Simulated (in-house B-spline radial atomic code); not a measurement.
## RPA and G0W0 on Hartree-Fock: Ge III (Ge2+)

Configuration [Ar] 3d10 4s2, mean-field start Hartree-Fock. Computed with a B-spline radial code for spherical atoms: all electrons, scalar-relativistic (spin-free one-electron X2C), finite nucleus, each spin shell either full or empty, empty states to l = 9 with an (l + 1/2)⁻⁴ tail; G0W0 by contour deformation at full frequency.

Command:
```bash
python run_gw.py task.json out
```
Settings (radii: box in bohr, nucleus in fm):
```
Z                        32
electrons                30
configuration            [Ar] 3d10 4s2
hamiltonian              x2c
method                   hf
lmax                     9
rms_radius               4.0742
spin_polarised           False
box_radius               17.55
intervals                70
ion_configuration        [Ar] 3d10 4s1
```

Time taken, with all properties: 8.8 s on 1 thread of Arm Neoverse N1 (shared host).

Energies (hartree):

```csv
term,value
mean-field total,-2096.28507
Hartree-Fock functional on these orbitals,-2096.28507
direct second order,-2.3838
second-order exchange,0.69586
SOSEX correction,0.64246
```

Problem. What is the RPA correlation energy, and what remains with SOSEX?

Solution. RPA gives -2.0819 hartree (-1.89 eV per electron); RPA + SOSEX gives -1.4395, and the second-order doubles (MP2) -1.6879 hartree. RPA lacks exchange-type terms and so overcorrelates at short range.

Quasi-particle levels (eV):

```tsv
level	occupied	mean field	Σx - vxc	Σc	QP weight	G0W0
4s	yes	-32.45	0.00	?	?	?
3d	yes	-63.51	0.00	2.38	0.919	-61.13
4p	no	-14.950	0.00	-0.97	0.973	-15.916
```

G0W0 = mean field + (Σx - vxc) + Σc, with Σc (partial-wave tail included) taken at the quasi-particle energy. Only the outer levels were computed. Levels of low weight are left out.

Problem. Where does G0W0 put 4s?

Solution. At -34.07 eV, with Σc = -1.62 eV and a quasi-particle weight of 0.968. The tabulated removal energy is 34.058 ± 0.0012 eV (NIST, measured); the calculation leaves out spin-orbit coupling, Breit and QED terms, and what these don't explain is the method's own error.

Problem. What does it cost to remove one electron (to [Ar] 3d10 4s1) by differences of total energies, each species on its own start (correlation terms add to the Hartree-Fock functional)?

Solution. Hartree-Fock functional 32.19 eV, + RPA 33.93 eV, + RPA + SOSEX 33.53 eV, + second order 34.08 eV. Tabulated: 34.058 ± 0.0012 eV (NIST, measured); the calculation leaves out spin-orbit coupling, Breit and QED terms, and what these don't explain is the method's own error.
